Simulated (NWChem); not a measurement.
CH5CdNS; SMILES C[S][Cd][NH2]

```xyz
9

Cd    -0.1074     0.5674    -0.0074
N      0.4851     2.5091     0.0224
H      0.1177     3.0005     0.8501
H      0.1265     3.0310    -0.7902
S     -0.5849    -1.7375     0.0104
C      1.0964    -2.4962    -0.0023
H      1.6684    -2.2368    -0.9138
H      0.9382    -3.5924     0.0056
H      1.6868    -2.2261     0.8942
```
Atoms are numbered in this order, from 1.

Computed with NWChem. Structure relaxed at the PBE-D3(BJ)/def2-SVP (def2 core potentials past Kr) level. No frequency run checked for a minimum.

For level PBE/STO-3G, non-relativistic:

```
Property                     Value
---------------------------  -----
highest occupied level (eV)  -1.24
orbital gap (eV)              4.75
dipole (D)                    1.05
```

Task: Estimate the same quantities for level PBE/3-21G, non-relativistic.

Result: 
- highest occupied level (eV): -5.04
- orbital gap (eV): 3.32
- dipole (D): 1.91
